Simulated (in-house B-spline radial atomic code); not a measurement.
Cl²⁺. Computed with a B-spline radial atomic code. Model: all-electron spherical atom, spin shells full or empty, radial basis limit, no spin-orbit coupling: exact exchange with a local potential (Slater, KLI or optimised effective potential, whose far tail is KLI's), no correlation.

Exchange potential has not reached -1/r at the last radius.

The run also made RPA and GW results, which its time includes.

The Slater potential averages the orbital exchange potentials with the orbital densities as weights, KLI adds orbital constants, and the optimised effective potential minimises the exact-exchange energy among local potentials. So their energies lie above Hartree-Fock in the order OEP, KLI, Slater. All fall off as −1/r, unlike LDA and GGA exchange.

Command:
```bash
python run_gw.py task.json out
```
Settings (lengths in bohr, energies in hartree):
```
Z                      17
electrons              15
configuration          [Ne] 3s2 3p3
hamiltonian            nr
method                 kli
lmax                   9
spin_polarised         True
box_radius             17.55
intervals              69
```

Cost of the run: 4.4 s on 1 thread of Arm Neoverse N1, on a shared host.

Given: hamiltonian non-relativistic; mean-field start exchange-only KLI.

Computed: energy above Hartree-Fock 5.9117 millihartree; virial ratio -E/T less 1 0.000163.

```tsv
radius (bohr)	r times exchange potential up (hartree bohr)	r times exchange potential down (hartree bohr)
0.00294	-0.039565	-0.039558
0.00359	-0.048264	-0.048256
0.00437	?	?
0.00533	-0.071411	-0.071398
0.0065	-0.086831	-0.086815
0.00793	-0.10548	-0.10546
0.00967	-0.12784	-0.12781
0.0118	-0.15463	-0.1546
0.0144	-0.18637	-0.18632
0.0175	-0.22266	-0.2226
0.0214	-0.26568	-0.26559
0.0261	-0.3134	-0.31326
0.0318	-0.36498	-0.36477
0.0387	-0.41819	-0.41786
0.0472	?	?
0.0576	-0.51618	-0.5153
0.0702	-0.54884	-0.54729
0.0856	-0.5629	-0.56
0.104	-0.55725	-0.55141
0.127	-0.54604	-0.53401
0.155	-0.57008	-0.54938
0.189	-0.66082	-0.63455
0.231	-0.79566	-0.76879
0.281	-0.92568	-0.90102
0.343	-1.0238	-1.0042
0.418	-1.0611	-1.0508
0.51	-1.0183	-1.0247
0.622	-0.88912	-0.92075
0.758	-0.76962	-0.76128
0.925	-0.88285	-0.67156
1.13	-1.105	-0.76031
1.37	-1.2696	-0.86972
1.68	-1.3588	-0.94268
2.04	-1.3611	-0.97855
2.49	-1.3041	-0.99405
3.04	-1.2247	-0.99885
3.7	-1.153	-0.99985
```

Question: What belongs in the row 0.00437?

Answer: r times exchange potential up (hartree bohr): -0.058669; r times exchange potential down (hartree bohr): -0.058659.

Question: What belongs in the row 0.0472?

Answer: r times exchange potential up (hartree bohr): -0.47044; r times exchange potential down (hartree bohr): -0.46991.

| occupied | level (hartree) | Hartree-Fock level (hartree) |
| --- | --- | --- |
| 1s up | -102.06 | -105.94 |
| 1s down | -102.01 | -105.9 |
| 2s up | -10.619 | -11.64 |
| 2s down | ? | ? |
| 2p up | -8.4406 | -9.1193 |
| 2p down | ? | ? |
| 3s up | -1.9374 | -2.1135 |
| 3s down | -1.7089 | -1.711 |
| 3p up | -1.4566 | -1.459 |

Question: What belongs in the row 2s down?

Answer: level (hartree): -10.583; Hartree-Fock level (hartree): -11.599.

Question: What belongs in the row 2p down?

Answer: level (hartree): -8.3871; Hartree-Fock level (hartree): -9.0426.

| empty | level (hartree) |
| --- | --- |
| 3p down | -1.2401 |
| 3d up | -0.79162 |
| 4s up | -0.68117 |
| 3d down | ? |
| 4s down | -0.61462 |
| 4p up | -0.55368 |
| 4p down | -0.50044 |
| 4d up | -0.37671 |

Question: What belongs in the row 3d down?

Answer: level (hartree): -0.62709.

The highest level, 3p up, differs from Hartree-Fock by +0.063 eV and the deepest, 1s up, by +106 eV: a local potential can match the highest level but can't give each shell its own exchange.
